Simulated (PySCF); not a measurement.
EPR parameters of C4H8NOSi2

Species: C4H8NOSi2 (doublet state).
Structure used (GFN2-xTB), in Å, numbered top down from 1:
```xyz
16
C4H8NOSi2 angstrom
C      3.4505   -0.3575    0.8060
C      2.2411   -0.0322    0.0851
C      1.2087    0.1792   -0.5105
Si    -0.2550    0.7994   -1.4161
N     -1.6586    0.3607   -0.3815
Si    -1.7132   -0.6916    1.0075
C     -2.6932    1.0264   -0.8879
O     -2.5353    1.7759   -1.8361
H      3.2079   -0.9152    1.7108
H      3.9764    0.5564    1.0847
H      4.1068   -0.9645    0.1823
H     -0.4679    0.2440   -2.7429
H     -3.1139   -0.7407    1.4229
H     -0.8574   -0.1004    2.0321
H     -1.2326   -1.9989    0.5678
H     -3.6718    0.8679   -0.4177
```

The hyperfine couplings belong to this conformer and change with its torsions.

Identity: `CC#C[SiH]N([SiH3])C=O` [radical].

The calculation used UKS B3LYP, pcH-1 on C H N O Si, non-relativistic, mean-field spin-orbit, GIAO (PySCF 2.14.0). One conformer (not necessarily the lowest) at the GFN2-xTB geometry, without solvent, vibrations or thermal averaging. Couplings are sensitive to structure, and on GFN2-xTB geometries they can be far from those on DFT ones, by a factor of two or more for some ions and for spin on atoms past the first row. Stability of the SCF solution: not tested.

| Property | Result |
| --- | --- |
| g1, g2, g3 | 2.00097, 2.00259, 2.00302 |
| g_iso | 2.00219 |
| Form of g | rhombic: the two nearest values differ by 21 % of g3 − g1 |
| ⟨S²⟩ | 0.7544 (exact 0.7500) |
| α and β electrons | 38, 37 |
| Total energy | -866.19704 Eh |

Hyperfine couplings atom by atom, in G; T1 to T3 are the principal values of the dipolar part; ρ(0) is the spin density at the nucleus (MHz turned into gauss with g_iso; 10 G = 1 mT):

| atom | isotope | a_iso | of which spin–orbit | T1 | T2 | T3 | Mulliken spin population | ρ(0) (bohr⁻³) |
| --- | --- | --- | --- | --- | --- | --- | --- | --- |
| C1 | 13C | -2.2 | 0.0 | -0.2 | 0.0 | 0.2 | -0.01 | -0.0054 |
| C2 | 13C | 6.3 | 0.0 | -5.2 | -4.7 | 9.9 | 0.18 | 0.0157 |
| C3 | 13C | 14.3 | 0.0 | -3.6 | -0.6 | 4.1 | -0.09 | 0.0357 |
| Si4 | 29Si | -259.8 | 0.4 | -53.8 | 26.6 | 27.2 | 0.82 | 0.8206 |
| N5 | 14N | 0.0 | 0.0 | -0.7 | -0.5 | 1.2 | 0.01 | -0.0004 |
| Si6 | 29Si | -1.5 | 0.0 | -0.3 | 0.1 | 0.2 | 0.00 | 0.0048 |
| C7 | 13C | 0.4 | 0.0 | -1.0 | -0.4 | 1.5 | 0.01 | 0.0009 |
| O8 | 17O | -6.0 | 0.0 | -5.4 | 2.5 | 2.9 | 0.03 | 0.0278 |
| H9 | 1H | 3.2 | 0.0 | -0.4 | -0.4 | 0.8 | 0.00 | 0.0020 |
| H10 | 1H | 9.8 | 0.0 | -0.5 | -0.3 | 0.8 | 0.01 | 0.0061 |
| H11 | 1H | 2.1 | 0.0 | -0.4 | -0.4 | 0.8 | 0.00 | 0.0013 |
| H12 | 1H | 25.4 | 0.0 | -2.6 | -0.2 | 2.9 | 0.03 | 0.0159 |
| H13 | 1H | 1.1 | 0.0 | -0.3 | -0.3 | 0.6 | 0.00 | 0.0007 |
| H14 | 1H | 0.3 | 0.0 | -0.4 | -0.3 | 0.7 | 0.00 | 0.0002 |
| H15 | 1H | -0.3 | 0.0 | -0.4 | -0.3 | 0.7 | 0.00 | -0.0002 |
| H16 | 1H | 1.4 | 0.0 | -0.8 | -0.6 | 1.4 | 0.00 | 0.0009 |

The Mulliken spin populations are largest on Si4 (+0.82), C2 (+0.18) and C3 (-0.09). The positive populations add up to 1.10 and the negative ones to -0.10, together 2S = 1. The angles at Si4 add up to 329.5°, so it is pyramidal.

Under fast tumbling the dipolar parts average out, and these isotropic splittings remain: 1 × 1H (H12, I = 1/2, 2 lines) with 2.54 mT, 3 × 1H (H9/H10/H11, I = 1/2, 4 lines) with 0.50 mT, 1 × 1H (H16, I = 1/2, 2 lines) with 0.14 mT and 3 × 1H (H13/H14/H15, I = 1/2, 4 lines) with 0.04 mT.

Means are taken over nuclei equivalent by connectivity, which assumes that they swap fast. The three 1H nuclei of mean +14.0 MHz run from 5.8 to 27.4 MHz in the frozen geometry.

The 17O coupling of O8 (-16.9 MHz) shows only in satellite lines or after enrichment, since that isotope makes up about 0.038 % of natural oxygen.

The 29Si coupling of Si4 (-728.2 MHz) shows only in satellite lines or after enrichment, since that isotope makes up about 4.7 % of natural silicon.

The spin density at the nucleus, in bohr⁻³, is negative for C1 (-0.0054), for instance. A restricted open-shell determinant has no negative spin density anywhere; here it arises because α and β orbitals differ (spin polarisation).
